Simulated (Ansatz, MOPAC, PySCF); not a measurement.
Bond stretch in PH, triplet.

Levels: UKS-B3LYP/6-31G* = unrestricted B3LYP/6-31G*, spherical d (PySCF); PM3, unrestricted, heats of formation (MOPAC); UKS-B3LYP/3-21G = unrestricted B3LYP/3-21G (PySCF); FCI = full CI/cc-pVTZ, frozen core (Ansatz, a first-principles code).

Energies relative to the lowest point of each curve between 1.20 and 1.74 Å, where full CI is lowest, in eV; the last columns give the difference from FCI:

| R / Å | UKS-B3LYP/6-31G* | PM3 | UKS-B3LYP/3-21G | FCI | UKS-B3LYP/6-31G* − FCI | PM3 − FCI | UKS-B3LYP/3-21G − FCI |
|---|---|---|---|---|---|---|---|
| 0.99 | 4.541 | 1.085 | 4.705 | 4.321 | 0.220 | -3.235 | 0.384 |
| 1.08 | 2.410 | 0.476 | 2.547 | 2.274 | 0.136 | -1.798 | 0.273 |
| 1.14 | 1.482 | 0.244 | 1.601 | 1.388 | 0.094 | -1.144 | 0.213 |
| 1.20 | 0.841 | 0.105 | 0.940 | 0.778 | 0.063 | -0.674 | 0.162 |
| 1.27 | 0.367 | 0.023 | 0.440 | 0.330 | 0.036 | -0.308 | 0.110 |
| 1.30 | 0.233 | 0.007 | 0.295 | 0.206 | 0.027 | -0.199 | 0.089 |
| 1.34 | 0.109 | 0.000 | 0.154 | 0.091 | 0.017 | -0.091 | 0.063 |
| 1.40 | 0.014 | 0.017 | 0.033 | 0.008 | 0.006 | 0.009 | 0.025 |
| 1.44 | 0.000 | 0.047 | 0.000 | 0.000 | 0.000 | 0.047 | 0.000 |
| 1.50 | 0.036 | 0.122 | 0.006 | 0.042 | -0.007 | 0.079 | -0.037 |
| 1.56 | 0.124 | 0.234 | 0.062 | 0.135 | -0.011 | 0.100 | -0.073 |
| 1.63 | 0.273 | 0.416 | 0.173 | 0.287 | -0.014 | 0.129 | -0.114 |
| 1.74 | 0.572 | 0.794 | 0.414 | 0.584 | -0.013 | 0.210 | -0.171 |
| 1.86 | 0.942 | 1.277 | 0.730 | 0.946 | -0.003 | 0.332 | -0.216 |
| 2.03 | 1.482 | 1.893 | 1.215 | 1.454 | 0.028 | 0.439 | -0.239 |
| 2.19 | 1.953 | 2.674 | 1.656 | 1.881 | 0.073 | 0.794 | -0.225 |
| 2.43 | 2.492 | 3.172 | 2.176 | 2.377 | 0.116 | 0.795 | -0.201 |
| 2.69 | 2.838 | 3.479 | 2.521 | 2.711 | 0.127 | 0.768 | -0.190 |
| 3.05 | 3.069 | 3.673 | 2.757 | 2.928 | 0.141 | 0.745 | -0.170 |
| 3.45 | 3.170 | 3.740 | 2.865 | 3.007 | 0.163 | 0.733 | -0.142 |
| 3.96 | 3.215 | 3.757 | 2.915 | 3.035 | 0.181 | 0.723 | -0.120 |
| 4.65 | 3.233 | 3.759 | 2.932 | 3.043 | 0.190 | 0.717 | -0.110 |

UKS-B3LYP/6-31G* is furthest from FCI at 0.99 (0.220 eV, above); its mean absolute difference over the points is 0.076 eV.

PM3 is furthest from FCI at 0.99 (-3.235 eV, below); its mean absolute difference over the points is 0.640 eV.

UKS-B3LYP/3-21G is furthest from FCI at 0.99 (0.384 eV, above); its mean absolute difference over the points is 0.151 eV.

The unrestricted determinant behind UKS-B3LYP/6-31G*, UKS-B3LYP/3-21G is spin-contaminated at 2.19 to 4.65 Å (<S²> up to 3.0, against 2.00 for a pure triplet).
